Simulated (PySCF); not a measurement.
A structure optimised at PBE0-D3(BJ)/def2-SVP, used in a PySCF frequency run:

```xyz
13

F      2.7691     1.1368    -0.2891
Si     1.6830     0.6412     0.8263
Si     0.1431    -0.8137    -0.1687
C     -1.3232    -1.1402     0.9888
C     -2.3683    -0.4776     0.4348
Si    -1.6995     0.2069    -1.1951
H      2.4452     0.0051     1.9432
H      0.9678     1.8444     1.3466
H      0.8229    -2.0079    -0.7623
H     -1.3895    -1.6876     1.9389
H     -3.3614    -0.4216     0.9009
H     -1.7504     1.6923    -1.3653
H     -2.2788    -0.4295    -2.4179
```
Charge 0, spin multiplicity 1.

Task: Write its SMILES and formula.

Result: F[SiH2][Si@H]1C=C[SiH2]1, C2H7FSi3

Task: What are its rotational constants (standard atomic weights)?

Result: 3.5815, 1.0031, 0.89019 GHz
